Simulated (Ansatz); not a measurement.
**Dissociation curves of HSe (SMILES [SeH])**

HSe: 2 atoms, total charge 0, spin state doublet. SMILES: `[SeH]`. The coordinates come from a PBE0-D4/def2-TZVP relaxation.

```xyz
2

Se   -0.6247    0.2257   -0.3159
H     0.6247   -0.2257    0.3159
```

The Se1–H2 distance is scanned; the parts on either side stay rigid. Basis STO-3G, 9 core orbitals frozen in the correlated methods; program Ansatz 0.2.0. FCI is exact within this basis and core. Energies in eV from each method's value at 1.471 Å; open shells run as named. The shape above is that at 1.471 Å.

```tsv
distance (Å)	UHF	U-revPBE	U-r2SCAN	UB3LYP	UHSE06	UCCSDTQ	FCI
1.471	0.00	0.00	0.00	0.00	0.00	0.00	0.00
1.839	1.37	0.95	1.08	1.06	1.12	0.94	0.94
2.207	2.42	2.57	2.77	2.76	2.87	2.30	2.30
2.942	2.83	4.06	4.06	4.10	4.04	3.34	3.34
3.678	2.86	4.19	4.21	4.25	4.14	3.43	3.43
```

Departure from the FCI curve at its largest: UHF -0.57 eV at 3.68 Å; U-revPBE +0.76 eV at 3.68 Å; U-r2SCAN +0.77 eV at 3.68 Å; UB3LYP +0.81 eV at 3.68 Å; UHSE06 +0.71 eV at 3.68 Å; UCCSDTQ within 0.005 eV. For the functionals part of the departure is owed to the small basis.
